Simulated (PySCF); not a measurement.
ReF5, SMILES [F][Re]([F])([F])([F])[F] (connectivity only; charge and spin as stated), neutral, multiplicity 3.

Coordinates come from a PBE-D3(BJ)/def2-SVP optimisation. The multiplicity is an assumed one; other spin states were not compared. The def2 effective core potentials stand for the cores of Re; spin–orbit coupling is left out.

All values below come from PBE-D3(BJ)/def2-SVP (PySCF).

Frequencies are harmonic and unscaled.

Modes within 1.5 cm⁻¹ of each other (mostly degenerate sets) share a row, with their intensities summed.

Computed vibrational spectrum:
```tsv
mode	ν (cm⁻¹)	IR (km/mol)	moving atoms (share of kinetic energy)
1–2	141	0.0	F 100 %
3–4	147	1.3	F 100 %
5	197	14.1	F 84 %, Re 16 %
6–7	208	27.4	F 81 %, Re 19 %
8	642	0.0	F 100 %
9	657	184.4	F 83 %, Re 17 %
10	718	0.0	F 100 %
11–12	729	193.6	F 85 %, Re 15 %
```
